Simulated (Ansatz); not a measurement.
`F[CH2][InH2]` + CH₃SH → `C[S][InH2]` + `CF` at 298.15 K and 1 bar (ligand exchange at the In–C bond).

Computed with Ansatz on PBE0-D4/def2-TZVP structures; ΔE is electronic, products minus reactants. CBS: MP2 limit from def2 TZ/QZ plus the TZ coupled-cluster correction, frozen cores. This one scheme is used for every species. Elements past krypton have def2 core potentials. For In outer-core shells are correlated without core-valence functions, which leaves a few kJ/mol of doubt a bond.

```
       species  CCSD(T)/CBS energy (Eh)  H − E (kJ/mol)  S (J/(mol·K))
`F[CH2][InH2]`               -330.00580           121.8          314.4
         CH₃SH               -438.22835           133.0          253.2
  `C[S][InH2]`               -628.65181           151.7          337.2
          `CF`               -139.63461           113.4          222.6
```

H − E and S are ideal-gas, rigid-rotor, harmonic terms from PBE0-D4/def2-TZVP. 1 Eh = 2625.50 kJ/mol, R = 8.31446 J/(mol·K).

Question: By hand: ΔE, ΔH, ΔS and ΔG.

Answer: ΔE = (-628.65181) + (-139.63461) − (-330.00580) − (-438.22835) = -0.05227 Eh = -137.2 kJ/mol. Δ(H − E) = 151.7 + 113.4 − 121.8 − 133.0 = 10.3, so ΔH = -126.9 kJ/mol. ΔS = 337.2 + 222.6 − 314.4 − 253.2 = -7.8 J/(mol·K). ΔG = -126.9 − 298.15 × (-7.8)/1000 = -124.6 kJ/mol.

Question: By hand: the equilibrium constant, and the temperature at which ΔG would vanish if ΔH and ΔS stayed fixed.

Answer: log₁₀ K = −ΔG/(RT ln 10) = 21.8. ΔG = 0 at ΔH/ΔS = 16269 K, far beyond where these terms or the molecules hold.

The number of gas molecules stays the same, so ΔS is small and ΔH decides. A doubt of 5 kJ/mol in ΔE shifts log₁₀ K by 0.9 here. Modes under 60 cm⁻¹, often nearly free rotors, make the harmonic entropy too high. These are equilibria of isolated gas molecules and say nothing of rates. Largest T1 diagnostic: 0.014 (customary marks: 0.02 for closed shells, 0.045 for open ones).
